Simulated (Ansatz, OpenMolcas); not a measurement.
GeS (germanium sulfide): methods side by side

The species is GeS (2 atoms), meant as a singlet with charge 0. SMILES: `[S+]#[Ge-]`. Geometry: the measured bond length.

| atom | x (Å) | y (Å) | z (Å) |
| --- | --- | --- | --- |
| S | 0.0000 | 0.0000 | 0.0000 |
| Ge | 0.0000 | 0.0000 | 2.0121 |

Each level gives the vertical electron affinity (to the doublet anion) (eV). The values are calculated.

The electron affinity is E(neutral) − E(anion): positive where the electron is bound.

| level | kind | program | value (eV) | CPU time (all runs) |
| --- | --- | --- | --- | --- |
| HF/aug-cc-pVTZ | Hartree–Fock | OpenMolcas | 0.22 | 29 s |
| PBE/aug-cc-pVTZ | GGA | OpenMolcas | 0.53 | 79 s |
| r2SCAN/aug-cc-pVTZ | meta-GGA | Ansatz | 0.62 | 2.9 min |
| PBE0/aug-cc-pVTZ | global hybrid | OpenMolcas | 0.60 | 79 s |
| wB97X/aug-cc-pVTZ | range-separated hybrid | Ansatz | 0.53 | 100 s |
| B2PLYP/aug-cc-pVTZ | double hybrid | Ansatz | 0.43 | 35 s |
| RPA@PBE/aug-cc-pVTZ | RPA | Ansatz | 0.70 | 2 min |
| MP2/aug-cc-pVTZ | perturbation theory | Ansatz | 0.38 | 19 s |
| CCSD/aug-cc-pVTZ | coupled cluster or CI | Ansatz | 0.46 | 49 s |
| FCI/STO-3G | exact in the basis | Ansatz | -6.35 | 2.3 s |

All-electron rows without a relativistic Hamiltonian named are non-relativistic. Where it was recorded, the anion's HOMO is positive in PBE/aug-cc-pVTZ, r2SCAN/aug-cc-pVTZ, PBE0/aug-cc-pVTZ, B2PLYP/aug-cc-pVTZ: a fault of the level (basis or self-interaction), which says nothing on whether the real anion is bound. The values span -6.35 to 0.70 eV. High-level rows in very small sets aren't better than simpler rows in larger ones. In the correlated wave-function rows the outer d shell of Ge is correlated, in sets not made for it. Times are those of the runs behind each value, whatever else they computed, on shared processors of several kinds: orders of magnitude only.
